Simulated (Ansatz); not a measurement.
Frontier orbitals of ClF₂OV, SMILES `[O]=[V]([F])([F])[Cl]`.

```xyz
5

O    -0.2197    1.4661    0.5625
V     0.0734    0.0542    0.0208
F     0.9650   -0.8070    1.2010
F     0.9667    0.2032   -1.4315
Cl   -1.7853   -0.9166   -0.3529
```

Charge 0, multiplicity 1. Correlated methods include outer-core shells of V, which these sets cover unevenly. Scalar relativity is left out up to krypton. Geometry: relaxed with PBE0-D4/def2-TZVP. Basis def2-TZVPP, Ansatz 0.2.0.

```
functional  HOMO (eV)  LUMO (eV)  gap (eV)
       PBE      -8.59      -5.00      3.59
    r2SCAN      -8.99      -5.08      3.91
      PBE0     -10.10      -4.22      5.88
     B3LYP      -9.83      -4.50      5.33
   r2SCANh      -9.54      -4.77      4.77
   r2SCAN0     -10.37      -4.26      6.11
   ωB97M-V     -12.33      -1.96     10.37
        HF     -13.62      -0.11     13.51
```

From PBE to PBE0 the HOMO moves by −1.50 eV and the LUMO by +0.78 eV, and with ωB97M-V by −3.74 and +3.05 eV, so the gap grows from 3.59 to 10.37 eV with exact exchange.

B3LYP here is the variant with VWN-RPA as its local correlation; programs differ in this.
